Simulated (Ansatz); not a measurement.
Ansatz (a quantum-chemistry and plane-wave program) input (CCSD(T)/aug-cc-pV(D+d)Z):
A basis named .json is the Basis Set Exchange file of that set.

Ansatz 0.2 input:
```yaml
crystal:
  periodic: [false, false, false]
  atoms:
    - {symbol: Al, position_ang: [0.00000000, 0.00000000, 0.00000000]}
    - {symbol: H, position_ang: [0.00000000, 0.00000000, 1.54907623]}
    - {symbol: H, position_ang: [-0.00000000, -0.00000000, -1.54907623]}
basis:
  gaussian:
    orbitals: aug-cc-pV_D+d_Z.json
total_charge: 1
magnetization: {spin_polarized: false}
correlation: {method: ccsd_t, electrons: outside_noble_gas}
output: {forces: true}
```

Output:

```
Functional definition: HF
integrals: 0.02 GiB planned
508 factors; integrals over basis functions are off by at most 6.8e-4 eV
mean field: 0.08 GiB planned
mean field evaluation 1: about -6606.1266 eV, gradient 7.4e0 eV
mean field evaluation 2: about -6606.1256 eV, gradient 7.4e0 eV
mean field evaluation 4: about -6606.4405 eV, gradient 1.8e-1 eV
mean field evaluation 8: about -6606.4408 eV, gradient 2.3e-4 eV
mean field -6606.44077223 eV, -242.7822203731 hartree, gradient 3.4e-7 eV, S^2 0.000000; 0 other end points of the search recorded, 0 dependent functions left out
5 core orbitals not correlated
reference -6606.44077223 eV, -242.7822203731 hartree; 2, 2 occupied and 43, 43 virtual orbitals, 508 factors
densities: 0.10 GiB planned
second order -1.42196194 eV of doubles, -0.00000000 eV of singles
coupled cluster: 0.08 GiB planned
cycle   1  -1.75672707 eV  change   -3.3e-1 eV  update   4.6e-2
cycle   2  -1.90525582 eV  change   -1.5e-1 eV  update   1.8e-2
cycle   3  -1.90912189 eV  change   -3.9e-3 eV  update   4.6e-3
cycle   4  -1.90978103 eV  change   -6.6e-4 eV  update   1.5e-3
cycle   5  -1.90979464 eV  change   -1.4e-5 eV  update   4.7e-4
cycle   6  -1.90976991 eV  change    2.5e-5 eV  update   1.1e-4
cycle   7  -1.90980629 eV  change   -3.6e-5 eV  update   2.2e-5
cycle   8  -1.90981087 eV  change   -4.6e-6 eV  update   6.0e-6
cycle   9  -1.90980839 eV  change    2.5e-6 eV  update   1.1e-6
perturbative correction -0.01677260 eV, -0.0006163818 hartree
the calculation of the forces begins
mean field evaluation 16: about -6606.4418 eV, gradient 3.0e-2 eV
Total energy: -6608.36735323 eV, -242.8530209188 hartree
Atom 0 at     0.000000     0.000000     0.000000 Å, force    -0.000000     0.000000    -0.000000 eV/Å
Atom 1 at     0.000000     0.000000     1.549076 Å, force     0.000000     0.000000     0.072253 eV/Å
Atom 2 at    -0.000000    -0.000000    -1.549076 Å, force     0.000000    -0.000000    -0.072253 eV/Å
Dipole moment:     0.000000     0.000000     0.000000 e Å
```
